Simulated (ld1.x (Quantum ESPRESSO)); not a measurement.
## Zn (Z = 30): from the effect back to the setting (PAW)

Base potential:

```
Element                 : zinc
Generator               : ld1.x (Quantum ESPRESSO) 7.5
Type                    : PAW
Functional              : PBE
Relativity              : scalar-relativistic
Frozen core             : [Ar]
Valence charge          : 12
Reference configuration : 3d10 4s1.75 4p0.25
Partial waves           : 4s (bound): rcut 1.65, rcutus 2.00 bohr; 4s channel at 1.2 Ry: rcut 1.65, rcutus 2.00 bohr; 4p (bound): rcut 2.55, rcutus 2.90 bohr; 4p channel at 5.05 Ry: rcut 2.55, rcutus 2.90 bohr; 3d (bound): rcut 1.00, rcutus 1.10 bohr; 3d channel at -0.2 Ry: rcut 1.00, rcutus 1.10 bohr
Local potential         : all-electron potential smoothed inside 2.55 bohr (lloc = -1)
Core correction         : Bessel-smoothed model core inside 1.00 bohr
Augmentation charge     : BG, radius 1.15 bohr
```

Cutoffs, loose and tight: the cutoffs (Ry, on a coarse ladder) from which the occupation-weighted sum of valence levels, in a spherical-Bessel basis at the reference potential, stays within 10 and 1 mRy of its value at 400 Ry. They do not see the model core or the augmentation charge, which bear on the density cutoff. Test errors are all-electron minus pseudo excitation energies from the reference, over the configurations 3d10 4s2 4p0; 3d10 4s1 4p0; 3d10 4s0 4p0; 3d8 4s0 4p0; 3d9 4s2 4p1; 3d10 4s0 4p2; 3d9 4s0 4p0; variants that change the core or the reference have their own tests.

Only the d radius is moved:

```tsv
d radius (bohr)	cutoff, loose	cutoff, tight	bound ghosts	largest test error (meV)
0.74	300 Ry	over 300 Ry	none	-1120
0.82	230 Ry	over 300 Ry	none	-1135
0.92	180 Ry	300 Ry	none	-1164
1.08	140 Ry	200 Ry	none	-1217
1.2	100 Ry	160 Ry	none	-1266
1.32	80 Ry	110 Ry	none	-1315
1.54	50 Ry	80 Ry	none	-1317
1.62	40 Ry	70 Ry	none	-1304
```

One more run gave cutoff, loose: 55 Ry; cutoff, tight: 100 Ry; bound ghosts: none; largest test error (meV): -1330. Which value of the d radius was used?

1.4 bohr. The loose cutoff moves one way along this sweep, from 300 Ry at 0.74 to 40 Ry at 1.62 bohr, which places the run between 1.32 and 1.54 bohr.
